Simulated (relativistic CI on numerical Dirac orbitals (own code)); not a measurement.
# Gd V: q coefficients and field-shift factors

Computed by Dirac-Coulomb-Breit CI, separate exchange-only KLI orbitals for each configuration, valence Slater integrals scaled by 0.85, P86 correlation energy added to each configuration, derivatives by finite differences, QED left out (own radial code, finite nucleus).

Configurations in the expansion (outside the closed core [Xe]): 4f6, 4f5 6s, 4f4 6s2. The list is cut by size and lacks configurations that can hold low levels.

With x = (α/α₀)² − 1 an excitation energy changes as ω = ω₀ + qx; K = 2q/ω₀ is the relative enhancement. Terms are leading LS components, so labels can repeat. The field-shift factor is F = δν/δ⟨r²⟩ for the transition from the lowest level.

Lowest level 4f6 7F_0.

```csv
Level,ω₀ (cm⁻¹),q (cm⁻¹),F (GHz/fm²)
4f6 7F_1,508.6,871.1,0.0298
4f6 7F_2,1366.3,2077,0.0739
4f6 7F_3,2434.3,3314,0.123
4f6 7F_4,3619.2,4453,0.171
4f6 7F_5,4859.9,5438,0.217
4f6 7F_6,6111.1,6223,0.258
4f6 5D_0,17822.3,-4010,0.295
4f6 5D_1,19996.6,-980.8,0.409
4f6 5D_2,22986.0,1942,0.536
4f6 5L_6,25822.4,-354.6,0.539
4f6 5D_3,26433.0,4567,0.666
4f6 5L_7,27136.4,1614,0.608
4f6 5L_8,28245.4,2952,0.659
4f6 5G_2,28536.3,1276,0.634
4f6 5G_6,28669.9,810.5,0.619
4f6 5G_3,28793.3,1767,0.649
4f6 5G_5,28795.8,1358,0.636
4f6 5G_4,28854.7,1848,0.65
4f6 5L_9,29107.1,3750,0.693
4f6 5L_10,29581.6,3709,0.699
4f6 5D_4,30305.6,7108,0.801
4f6 5H_3,33430.9,2957,0.767
4f6 5H_7,33511.8,1927,0.739
```

At this charge configurations can still be misplaced by up to about 7 % of their energy. Levels and lines within the n = 5 or 6 shells can be off by up to 10 % or somewhat more, and those that change n by about 2 %, since core polarisation is missing.

Which transition from the lowest level has the largest |K|?

4f6 7F_1 at 508.6 cm⁻¹, K = 3.43.
